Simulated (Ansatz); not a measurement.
A short molecular-dynamics run on `[BH]1[NH][SnH2]1`.

```yaml
crystal:
  periodic: [false, false, false]
  atoms:
    - {symbol: B, position_ang: [-1.000840, -0.723169, -0.314780]}
    - {symbol: N, position_ang: [-0.249542, 0.182344, -0.939251]}
    - {symbol: Sn, position_ang: [0.612959, 0.035023, 1.050286]}
    - {symbol: H, position_ang: [-1.924642, -1.464561, -0.395575]}
    - {symbol: H, position_ang: [-0.234540, 0.597739, -1.857867]}
    - {symbol: H, position_ang: [0.593128, 1.647347, 1.641580]}
    - {symbol: H, position_ang: [2.264777, -0.342623, 0.770007]}
basis:
  gaussian: {orbitals: def2-SVP}
hamiltonian: {xc: {name: r2SCAN}}
md: {timestep: 0.5 fs, n_steps: 20, ensemble: nvt_langevin, temperature: 300, initial_velocities: maxwell_boltzmann, friction: 0.01, seed: 358}
```

```sh
$ ansatz run in.yaml --threads 2 --pin off --events-out ev --progress --plain --max-ram 4352MiB
```

```tsv
step	time (fs)	potential energy (eV)	kinetic (eV)	T (K)	conserved (eV)
0	0.0	-8061.0869	0.2327	257	–
1	0.5	-8061.0822	0.2281	252	–
2	1.0	-8061.0714	0.1948	215	–
3	1.5	-8061.0575	0.1879	208	–
4	2.0	-8061.0423	0.1745	193	–
5	2.5	-8061.0286	0.1706	189	–
6	3.0	-8061.0193	0.1584	175	–
7	3.5	-8061.0164	0.1523	168	–
8	4.0	-8061.0179	0.1570	174	–
9	4.5	-8061.0229	0.1791	198	–
10	5.0	-8061.0297	0.1935	214	–
11	5.5	-8061.0374	0.1938	214	–
12	6.0	-8061.0460	0.2010	222	–
13	6.5	-8061.0531	0.2219	245	–
14	7.0	-8061.0559	0.2222	246	–
15	7.5	-8061.0540	0.2154	238	–
16	8.0	-8061.0485	0.2049	227	–
17	8.5	-8061.0407	0.2087	231	–
18	9.0	-8061.0332	0.1877	207	–
19	9.5	-8061.0286	0.1786	197	–
20	10.0	-8061.0277	0.1892	209	–
```

Velocities are drawn at the set temperature; a run this short doesn't reach equilibrium.

Frames (Å, forces in eV/Å):

```xyz
7
time=0.0 fs
B    -1.001   -0.723   -0.315   -0.018   -0.067    0.120
N    -0.250    0.182   -0.939    0.044    0.109   -0.166
Sn    0.613    0.035    1.050    0.089   -0.138    0.485
H    -1.925   -1.465   -0.396   -0.244   -0.192   -0.028
H    -0.235    0.598   -1.858    0.015    0.165   -0.347
H     0.593    1.647    1.642    0.003    0.126   -0.003
H     2.265   -0.343    0.770    0.111   -0.002   -0.060
7
time=0.5 fs
B    -0.999   -0.722   -0.320   -0.334   -0.386    0.252
N    -0.252    0.184   -0.939    0.128    0.147   -0.093
Sn    0.613    0.035    1.051    0.108   -0.329    0.408
H    -1.930   -1.471   -0.398   -0.043   -0.034   -0.018
H    -0.246    0.593   -1.855    0.043    0.287   -0.561
H     0.593    1.635    1.634    0.001    0.315    0.066
H     2.265   -0.338    0.758    0.097   -0.001   -0.053
7
time=1.0 fs
B    -0.998   -0.721   -0.325   -0.629   -0.683    0.380
N    -0.255    0.185   -0.939    0.214    0.210   -0.072
Sn    0.614    0.035    1.051    0.133   -0.514    0.332
H    -1.936   -1.477   -0.401    0.140    0.109   -0.011
H    -0.255    0.589   -1.854    0.065    0.379   -0.714
H     0.593    1.623    1.627   -0.001    0.498    0.131
H     2.267   -0.333    0.747    0.078    0.001   -0.045
7
time=1.5 fs
B    -0.997   -0.720   -0.330   -0.894   -0.949    0.496
N    -0.257    0.186   -0.939    0.298    0.305   -0.135
Sn    0.614    0.035    1.052    0.164   -0.688    0.256
H    -1.942   -1.482   -0.404    0.303    0.234   -0.004
H    -0.265    0.584   -1.855    0.082    0.426   -0.771
H     0.593    1.613    1.621   -0.004    0.669    0.192
H     2.268   -0.328    0.735    0.052    0.003   -0.035
7
time=2.0 fs
B    -0.996   -0.720   -0.335   -1.135   -1.190    0.602
N    -0.260    0.188   -0.938    0.376    0.432   -0.278
Sn    0.614    0.034    1.052    0.205   -0.844    0.182
H    -1.948   -1.485   -0.408    0.449    0.343    0.005
H    -0.273    0.580   -1.857    0.099    0.433   -0.737
H     0.593    1.604    1.615   -0.007    0.820    0.247
H     2.271   -0.321    0.723    0.013    0.006   -0.021
7
time=2.5 fs
B    -0.996   -0.719   -0.339   -1.324   -1.381    0.689
N    -0.262    0.189   -0.938    0.440    0.576   -0.486
Sn    0.614    0.034    1.053    0.255   -0.971    0.113
H    -1.953   -1.488   -0.413    0.557    0.420    0.014
H    -0.282    0.577   -1.862    0.115    0.402   -0.618
H     0.593    1.598    1.609   -0.009    0.942    0.292
H     2.274   -0.314    0.711   -0.033    0.011   -0.004
7
time=3.0 fs
B    -0.995   -0.719   -0.343   -1.446   -1.501    0.746
N    -0.264    0.191   -0.938    0.481    0.714   -0.727
Sn    0.615    0.034    1.054    0.300   -1.054    0.052
H    -1.957   -1.490   -0.418    0.622    0.461    0.024
H    -0.289    0.575   -1.868    0.131    0.343   -0.433
H     0.592    1.595    1.604   -0.011    1.022    0.323
H     2.278   -0.307    0.698   -0.077    0.015    0.015
7
time=3.5 fs
B    -0.995   -0.719   -0.348   -1.501   -1.555    0.782
N    -0.266    0.193   -0.938    0.504    0.852   -1.009
Sn    0.615    0.034    1.054    0.338   -1.074    0.010
H    -1.958   -1.489   -0.423    0.642    0.465    0.032
H    -0.296    0.573   -1.875    0.146    0.254   -0.179
H     0.591    1.595    1.600   -0.012    1.040    0.331
H     2.281   -0.299    0.685   -0.117    0.018    0.034
7
time=4.0 fs
B    -0.996   -0.720   -0.352   -1.489   -1.547    0.798
N    -0.268    0.194   -0.939    0.509    0.973   -1.292
Sn    0.615    0.033    1.055    0.366   -1.046   -0.018
H    -1.957   -1.488   -0.429    0.614    0.432    0.039
H    -0.301    0.572   -1.884    0.162    0.157    0.096
H     0.589    1.598    1.598   -0.012    1.010    0.324
H     2.283   -0.290    0.673   -0.149    0.021    0.052
7
time=4.5 fs
B    -0.997   -0.721   -0.356   -1.389   -1.458    0.789
N    -0.269    0.196   -0.939    0.485    1.046   -1.522
Sn    0.615    0.033    1.056    0.384   -0.991   -0.042
H    -1.953   -1.486   -0.435    0.533    0.359    0.044
H    -0.305    0.572   -1.892    0.176    0.067    0.354
H     0.587    1.603    1.595   -0.012    0.954    0.308
H     2.285   -0.281    0.661   -0.177    0.021    0.069
7
time=5.0 fs
B    -0.998   -0.722   -0.360   -1.204   -1.286    0.756
N    -0.271    0.199   -0.940    0.436    1.076   -1.703
Sn    0.615    0.033    1.057    0.397   -0.913   -0.066
H    -1.946   -1.483   -0.441    0.397    0.244    0.045
H    -0.309    0.574   -1.901    0.189   -0.018    0.595
H     0.585    1.609    1.594   -0.011    0.875    0.285
H     2.287   -0.272    0.649   -0.204    0.022    0.087
7
time=5.5 fs
B    -0.999   -0.723   -0.364   -0.954   -1.047    0.702
N    -0.272    0.201   -0.942    0.364    1.041   -1.784
Sn    0.616    0.032    1.058    0.405   -0.806   -0.084
H    -1.939   -1.479   -0.447    0.226    0.098    0.045
H    -0.312    0.575   -1.907    0.198   -0.075    0.764
H     0.583    1.617    1.594   -0.010    0.767    0.253
H     2.289   -0.263    0.638   -0.229    0.023    0.104
7
time=6.0 fs
B    -1.001   -0.725   -0.368   -0.634   -0.742    0.639
N    -0.273    0.204   -0.943    0.269    0.921   -1.719
Sn    0.616    0.032    1.059    0.406   -0.673   -0.091
H    -1.930   -1.475   -0.454    0.012   -0.081    0.039
H    -0.314    0.575   -1.910    0.204   -0.079    0.801
H     0.581    1.626    1.595   -0.009    0.632    0.212
H     2.290   -0.254    0.627   -0.249    0.022    0.120
7
time=6.5 fs
B    -1.003   -0.727   -0.372   -0.261   -0.390    0.569
N    -0.274    0.207   -0.944    0.160    0.729   -1.515
Sn    0.616    0.031    1.060    0.394   -0.518   -0.091
H    -1.920   -1.471   -0.461   -0.233   -0.285    0.031
H    -0.317    0.574   -1.911    0.207   -0.031    0.709
H     0.580    1.637    1.597   -0.008    0.476    0.164
H     2.291   -0.245    0.617   -0.259    0.019    0.133
7
time=7.0 fs
B    -1.006   -0.729   -0.376    0.116   -0.025    0.489
N    -0.275    0.210   -0.946    0.044    0.484   -1.202
Sn    0.616    0.031    1.061    0.377   -0.362   -0.097
H    -1.911   -1.468   -0.470   -0.470   -0.484    0.023
H    -0.318    0.572   -1.909    0.206    0.052    0.524
H     0.578    1.649    1.598   -0.007    0.320    0.118
H     2.291   -0.235    0.608   -0.266    0.015    0.145
7
time=7.5 fs
B    -1.008   -0.731   -0.379    0.456    0.316    0.401
N    -0.275    0.212   -0.948   -0.072    0.211   -0.822
Sn    0.616    0.030    1.062    0.354   -0.211   -0.108
H    -1.904   -1.466   -0.479   -0.665   -0.650    0.017
H    -0.318    0.569   -1.906    0.200    0.154    0.280
H     0.576    1.661    1.599   -0.005    0.171    0.075
H     2.290   -0.226    0.597   -0.269    0.010    0.158
7
time=8.0 fs
B    -1.010   -0.733   -0.382    0.740    0.614    0.309
N    -0.276    0.215   -0.951   -0.181   -0.079   -0.392
Sn    0.616    0.030    1.063    0.320   -0.062   -0.122
H    -1.900   -1.465   -0.489   -0.805   -0.774    0.015
H    -0.318    0.566   -1.903    0.192    0.272   -0.011
H     0.574    1.673    1.601   -0.004    0.026    0.034
H     2.289   -0.216    0.589   -0.262    0.002    0.167
7
time=8.5 fs
B    -1.011   -0.735   -0.385    0.947    0.856    0.208
N    -0.277    0.217   -0.954   -0.279   -0.376    0.071
Sn    0.616    0.030    1.064    0.279    0.083   -0.138
H    -1.898   -1.465   -0.500   -0.877   -0.842    0.020
H    -0.317    0.564   -1.900    0.180    0.397   -0.331
H     0.571    1.684    1.604   -0.003   -0.112   -0.004
H     2.287   -0.206    0.581   -0.248   -0.007    0.173
7
time=9.0 fs
B    -1.012   -0.737   -0.387    1.049    1.011    0.107
N    -0.279    0.220   -0.957   -0.363   -0.645    0.501
Sn    0.616    0.029    1.065    0.237    0.212   -0.154
H    -1.900   -1.466   -0.511   -0.860   -0.838    0.033
H    -0.316    0.563   -1.897    0.168    0.510   -0.627
H     0.569    1.694    1.607   -0.002   -0.234   -0.037
H     2.284   -0.197    0.573   -0.228   -0.016    0.178
7
time=9.5 fs
B    -1.013   -0.739   -0.390    1.040    1.061    0.010
N    -0.280    0.223   -0.959   -0.432   -0.852    0.824
Sn    0.616    0.028    1.066    0.196    0.324   -0.169
H    -1.903   -1.470   -0.522   -0.755   -0.759    0.056
H    -0.314    0.564   -1.896    0.160    0.589   -0.839
H     0.567    1.703    1.610   -0.002   -0.339   -0.066
H     2.281   -0.188    0.564   -0.206   -0.024    0.183
7
time=10.0 fs
B    -1.013   -0.741   -0.393    0.947    1.035   -0.090
N    -0.281    0.225   -0.962   -0.497   -0.992    0.997
Sn    0.616    0.028    1.067    0.152    0.427   -0.181
H    -1.908   -1.477   -0.533   -0.576   -0.617    0.091
H    -0.312    0.567   -1.897    0.155    0.615   -0.912
H     0.565    1.712    1.612   -0.002   -0.434   -0.090
H     2.277   -0.180    0.555   -0.178   -0.034    0.185
```

Run time 38 s (2 threads of an Arm Neoverse V2 on a shared host); peak host memory 0.14 GiB.
